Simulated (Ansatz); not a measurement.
A run for Ansatz (a quantum-chemistry and plane-wave program): R-HF/def2-TZVPP on F3In (SMILES [F][In]([F])[F]), atoms moved off the minimum. Elements past Kr take the def2 small-core potentials; no spin–orbit coupling.

Ansatz 0.2 input:
```yaml
crystal:
  periodic: [false, false, false]
  atoms:
    - {symbol: In, position_ang: [0.23764484, 0.01060680, 0.05769440]}
    - {symbol: F, position_ang: [-1.72147681, -1.09144358, 0.02614762]}
    - {symbol: F, position_ang: [0.07218516, 1.90254067, -0.56537251]}
    - {symbol: F, position_ang: [1.87523832, -0.72438861, 0.86896668]}
basis:
  gaussian:
    orbitals: def2-TZVPP
hamiltonian:
  xc: {name: HF}
scf: {lower_state_search: off}
output: {forces: true}
```

**Question.** What total energy does the run end on?

**Answer.** -487.6958 hartree.
